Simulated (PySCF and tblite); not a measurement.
Values are calculated unless marked as measured or tabulated.
Stationary points of C$_{5}$H$_{10}$GeSi at PBE0-D3(BJ)/def2-SVP, in Å:

Structure A

```
 1 Si    0.470    1.800   -1.349
 2 C    -0.208    0.365   -0.363
 3 Ge    1.535   -0.709    0.555
 4 C    -1.074   -0.638   -0.868
 5 C    -1.733   -1.257    0.203
 6 C    -1.300   -0.689    1.407
 7 C    -0.349    0.311    1.105
 8 H    -0.588    2.824   -1.605
 9 H     1.580    2.446   -0.583
10 H     0.998    1.307   -2.656
11 H     1.089   -2.167    0.435
12 H     2.274   -0.412    1.885
13 H     2.545   -0.309   -0.553
14 H    -1.178   -0.900   -1.921
15 H    -2.438   -2.085    0.114
16 H    -1.613   -0.980    2.409
17 H    -0.009    1.093    1.787
```

Structure B

```
 1 Si    0.343    1.711   -1.020
 2 C     0.158    0.081   -0.068
 3 Ge    1.901   -0.821    0.195
 4 C    -0.784   -0.822   -0.774
 5 C    -1.855   -1.066    0.034
 6 C    -1.677   -0.360    1.279
 7 C    -0.497    0.321    1.241
 8 H    -1.000    2.339   -1.184
 9 H     1.245    2.639   -0.272
10 H     0.944    1.451   -2.365
11 H     1.649   -2.122    0.972
12 H     2.839    0.108    0.988
13 H     2.527   -1.125   -1.179
14 H    -0.624   -1.209   -1.782
15 H    -2.713   -1.693   -0.215
16 H    -2.381   -0.372    2.114
17 H    -0.080    0.952    2.028
```

Structure C

```
 1 Si    0.380    1.792   -1.550
 2 C    -0.410    0.515   -0.450
 3 Ge    1.701   -0.876    0.802
 4 C    -1.483   -0.268   -0.785
 5 C    -1.861   -1.104    0.332
 6 C    -1.028   -0.844    1.375
 7 C    -0.013    0.141    0.940
 8 H    -0.443    1.927   -2.790
 9 H     0.459    3.121   -0.864
10 H     1.777    1.415   -1.939
11 H     1.493   -2.020   -0.200
12 H     2.070   -1.426    2.194
13 H     2.814    0.077    0.326
14 H    -1.986   -0.266   -1.754
15 H    -2.681   -1.824    0.327
16 H    -1.057   -1.302    2.365
17 H     0.199    0.971    1.633
```

Geometries: PBE0-D3(BJ)/def2-SVP; energies: PBE/pcSseg-1 + D3(BJ), IEF-PCM chloroform; zero-point and thermal terms from GFN2-xTB harmonic modes (soft modes blended into free rotors).

Which structure is a saddle point, and along which motion?

A: one imaginary mode (265i cm⁻¹ at GFN2-xTB, mostly on C2, C7, Ge3), along the shift of Ge3 from C2 to C7.

Give their symmetry and energies above the lowest.

A C1, 12.7 kcal/mol; B Cs, 0.0 kcal/mol; C C1, 2.0 kcal/mol.

Spin–orbit effects of heavy atoms on shieldings are missing.
